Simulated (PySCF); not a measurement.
**Molecular orbitals of AsC**

PBE at R = 1.670 Å; basis As def2-SVPD, C def2-SVPD; no relativity; PySCF 2.14. State: ²Σ⁺ (doublet), unpaired electrons σ ↑. Only the outer orbitals are listed, counted within each symmetry.

```json
{"spin": "α", "orbital": "8σ", "occ.": "1", "ε (eV)": "-17.66", "on As (%)": "58", "main shells (%)": "50 As s, 37 C s"}
{"spin": "α", "orbital": "9σ", "occ.": "1", "ε (eV)": "-11.43", "on As (%)": "56", "main shells (%)": "42 As s, 39 C s, 14 As p"}
{"spin": "α", "orbital": "10σ", "occ.": "1", "ε (eV)": "-7.65", "on As (%)": "38", "main shells (%)": "51 C p, 31 As p, 11 C s"}
{"spin": "α", "orbital": "4π", "occ.": "1", "ε (eV)": "-6.99", "on As (%)": "49", "main shells (%)": "51 C p, 47 As p"}
{"spin": "α", "orbital": "4π", "occ.": "1", "ε (eV)": "-6.99", "on As (%)": "49", "main shells (%)": "51 C p, 47 As p"}
{"spin": "α", "orbital": "5π", "occ.": "0", "ε (eV)": "-2.79", "on As (%)": "59", "main shells (%)": "49 As p, 39 C p, 10 As d"}
{"spin": "α", "orbital": "5π", "occ.": "0", "ε (eV)": "-2.79", "on As (%)": "59", "main shells (%)": "49 As p, 39 C p, 10 As d"}
{"spin": "α", "orbital": "11σ", "occ.": "0", "ε (eV)": "0.72", "on As (%)": "47", "main shells (%)": "55 C s, 27 As d, 23 As s"}
{"spin": "β", "orbital": "8σ", "occ.": "1", "ε (eV)": "-17.16", "on As (%)": "62", "main shells (%)": "55 As s, 32 C s"}
{"spin": "β", "orbital": "9σ", "occ.": "1", "ε (eV)": "-10.55", "on As (%)": "65", "main shells (%)": "42 As s, 36 C s, 22 As p"}
{"spin": "β", "orbital": "4π", "occ.": "1", "ε (eV)": "-6.71", "on As (%)": "60", "main shells (%)": "58 As p, 40 C p"}
{"spin": "β", "orbital": "4π", "occ.": "1", "ε (eV)": "-6.71", "on As (%)": "60", "main shells (%)": "58 As p, 40 C p"}
{"spin": "β", "orbital": "10σ", "occ.": "0", "ε (eV)": "-5.56", "on As (%)": "26", "main shells (%)": "43 C p, 31 C s, 26 As p"}
{"spin": "β", "orbital": "5π", "occ.": "0", "ε (eV)": "-2.35", "on As (%)": "51", "main shells (%)": "48 C p, 39 As p, 12 As d"}
{"spin": "β", "orbital": "5π", "occ.": "0", "ε (eV)": "-2.35", "on As (%)": "51", "main shells (%)": "48 C p, 39 As p, 12 As d"}
```

Q: Which are the highest filled and the lowest empty level, where do they sit, and how wide is the gap?

A: Highest filled β 4π at -6.71 eV (in %: 58 As p, 40 C p); lowest empty β 10σ at -5.56 eV (in %: 43 C p, 31 C s, 26 As p); the gap at PBE is 1.15 eV.

```json
{"bond order (Mayer)": "2.83", "⟨S²⟩": "0.777", "charge on As (Mulliken, basis-dependent)": "0.04", "charge on As (Löwdin, basis-dependent)": "0.42", "dipole moment (positive dipole means As(−)C(+))": "-1.46 D", "polarisability along the bond": "51.2 bohr³", "polarisability across the bond": "35.9 bohr³"}
```

Spin–orbit coupling is left out. The state was picked by a PBE0 search and need not be the measured ground state.
